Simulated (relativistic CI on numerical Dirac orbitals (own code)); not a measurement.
Au XXVIII: computed level list

Calculated at this level of theory: Dirac-Coulomb-Breit CI, KLI orbitals optimised for each configuration, QED by a radiative potential, unscaled Slater integrals (own radial code, finite nucleus).

Configuration list (outside the closed core [Ar] 3d10 4p6 4d10): 4s²4f⁶, 4s²4f⁵5s, 4s²4f⁴5s², 4s4f⁷, 4s²4f⁵6s, 4f⁸. Levels of other configurations are missing.

The lowest level is 4s²4f⁶ ⁵D0, with 42 % of that term; Hund's rules for 4s²4f⁶ give ⁷F with J = 0, of which the calculation keeps J, while another term leads.

```csv
No.,Configuration,Term,J,E (cm⁻¹),%,Next component (%),Landé g
1,4s²4f⁶,⁵D,0,0.0,42,38 ⁷F,
2,4s²4f⁶,⁷F,1,14437.8,60,34 ⁵D,1.495
3,4s²4f⁶,⁷F,2,27045.2,75,20 ⁵D,1.476
4,4s²4f⁶,⁷F,3,37212.8,82,9 ⁵D,1.463
5,4s²4f⁶,⁷F,4,45426.0,81,7 ⁵G,1.452
6,4s²4f⁶,⁷F,5,51588.6,75,15 ⁵G,1.438
7,4s²4f⁶,⁷F,6,53834.7,56,28 ⁵G,1.384
8,4s²4f⁶,⁷F,0,54344.0,52,33 ³P,
9,4s²4f⁶,⁵D,1,74810.0,42,32 ⁷F,1.434
10,4s²4f⁶,⁵L,6,77501.0,36,25 ³K,0.930
11,4s²4f⁶,⁵G,2,91916.4,39,34 ³F,0.681
12,4s²4f⁶,⁵D,2,93248.5,66,12 ⁵F,1.403
13,4s²4f⁶,⁵L,7,95894.6,58,19 ³K,0.983
14,4s²4f⁶,⁵H,3,96213.7,30,25 ⁵G,0.839
15,4s²4f⁶,⁵H,5,98023.9,24,14 ⁵G,1.053
16,4s²4f⁶,⁵H,4,100555.3,30,22 ⁵G,0.966
17,4s²4f⁶,⁵L,6,102402.2,29,16 ⁵H,1.081
18,4s²4f⁶,⁵L,8,106589.9,65,10 ³K,1.047
19,4s²4f⁶,⁵D,3,107883.4,49,23 ⁵F,1.297
20,4s²4f⁶,⁵L,10,108799.4,47,31 ³M,1.117
21,4s²4f⁶,⁵L,9,112886.6,69,17 ³M,1.106
22,4s²4f⁶,⁵G,4,113975.7,28,22 ⁵F,1.154
23,4s²4f⁶,⁵G,5,118402.0,18,16 ⁵K,1.066
24,4s²4f⁶,⁵G,2,118452.5,32,16 ³D,1.051
25,4s²4f⁶,⁵D,0,118511.5,56,22 ³P,
26,4s²4f⁶,⁵H,7,119249.5,39,25 ⁵I,1.151
27,4s²4f⁶,⁵G,3,120871.0,45,23 ⁵D,1.112
28,4s²4f⁶,⁵H,4,124375.4,23,22 ⁵I,0.918
29,4s²4f⁶,⁵I,6,124718.5,19,18 ⁵K,1.108
30,4s²4f⁶,⁵H,3,125053.8,37,11 ³F,0.934
31,4s²4f⁶,⁵I,5,126222.5,38,23 ⁵G,1.055
32,4s²4f⁶,⁵G,4,126585.1,33,18 ³G,1.031
33,4s²4f⁶,⁵K,5,128344.5,31,18 ⁵H,1.005
34,4s²4f⁶,⁵F,1,130128.3,63,21 ³D,0.354
35,4s²4f⁶,⁵I,8,133340.3,30,26 ³K,1.106
36,4s²4f⁶,⁵I,6,135064.6,25,22 ⁵H,1.088
37,4s²4f⁶,⁵D,4,135084.6,39,25 ³F,1.225
38,4s²4f⁶,³O,10,136099.0,48,29 ⁵L,1.012
39,4s²4f⁶,⁵I,8,137516.7,29,28 ⁵K,1.112
40,4s²4f⁶,⁵G,2,137868.2,45,23 ⁵F,0.787
41,4s²4f⁶,⁵K,7,138321.8,33,19 ³K,1.093
42,4s²4f⁶,⁵K,6,139250.6,37,19 ³I,1.005
43,4s²4f⁶,⁵H,5,141463.9,39,26 ³H,1.056
44,4s²4f⁶,⁵G,3,142597.8,32,22 ⁵D,1.013
45,4s²4f⁶,⁵G,2,143590.4,25,24 ⁵P,1.100
```

Energies count from the lowest computed level.

The mean weight of the leading LS term, summed over parents, in these 45 levels is 43 %, and that of the leading jj configuration (from the same eigenvectors) 51 %.

At this charge energies of transitions that change n are usually good to better than 1 %, and those within a shell (Δn = 0) to a few per cent. Terms inside the open d or f shell come out 10 to 20 % too wide with unscaled integrals.

LS names give the leading component of a level, which can be under half, so a name can repeat, a term be missing and a line seem to break the LS rules.
